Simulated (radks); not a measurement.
These are the eigenvalues of the occupied orbitals of an atom or ion with whole-number occupations (eV). Method: scalar-relativistic Kohn-Sham, r2SCAN, spin-unpolarised, spherical densities, finite nucleus; meta-GGA in the generalised Kohn-Sham scheme; Fermi nuclear charge, rms radius of each element as measured or else 0.836 A^(1/3) + 0.57 fm; computed with a radial shooting solver on a logarithmic mesh with Libxc functionals.

1s: -45235.97
2s: -7502.456
2p: -6712.155
3s: -1767.254
3p: -1517.825
3d: -1175.916
4s: -472.0759
4p: -388.1225
4d: -268.8344
5s: -156.6408
5p: -130.7114

Which element is it, and in what charge state? The configuration may be excited.

Answer. Z = 61, promethium, charge +8: Pm8+ in [Kr] 4d10 5s2 5p5. The list shows which subshells hold electrons but not how many an open one holds; the 1s level, -1662.4 hartree, gives Z - s = 57.7 by -(Z - s)^2/2, which with screening and relativity narrows Z to a few neighbours, and the depths of the outer levels then fix element, charge and occupations together.
